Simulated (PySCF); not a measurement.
## Ionisation energy along the 16-electron series

Calculated with PySCF 2.14 and a two-component X2C-1e Hamiltonian (Gaussian nucleus, no Breit or QED terms), each ion in its own even-tempered basis scaled to its charge; GMP2 freezes 1s2 and drops the highest virtual spinors. Values in eV. NIST values: (m) measured, (s) semi-empirical, (t) theoretical.

| ion | configuration | GHF (spin-free) | GMP2 (spin-free) | GHF (screened spin-orbit) | GMP2 (screened spin-orbit) | NIST |
| --- | --- | --- | --- | --- | --- | --- |
| Br¹⁹⁺ | [Ne] 3s2 3p4 | 807.07 | 808.15 | 809.46 | 810.31 | 809.8 ± 1.2 (s) |
| Rb²¹⁺ | [Ne] 3s2 3p4 | 956.52 | 957.62 | 959.06 | 959.82 | 958.9 ± 1.4 (s) |

Fill in the row of Kr²⁰⁺.

configuration: [Ne] 3s2 3p4; GHF (spin-free): 880.23; GMP2 (spin-free): 881.33; GHF (screened spin-orbit): 882.72; GMP2 (screened spin-orbit): 883.54; NIST: 882.8 ± 1.3 (s).
